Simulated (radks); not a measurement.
The numbers below are computed, except where a source is named.
Question: The osmium ion Os3+ is in [Xe] 4f14 5d5. Code: a radial shooting solver on a logarithmic mesh with Libxc functionals. Model: scalar-relativistic Kohn-Sham, BLYP, spin-polarised, spherical densities, finite nucleus; Fermi nuclear charge, rms radius of each element as measured or else 0.836 A^(1/3) + 0.57 fm. Open shells are filled with parallel spins first. One electron is removed from 5d, 4f, 5p, 5s in turn, with full relaxation. Which removal costs least, and what does each cost?

Answer: 5d 42.585 eV; 5p 86.819 eV; 4f 94.657 eV; 5s 128.80 eV. The 5d electron leaves first.
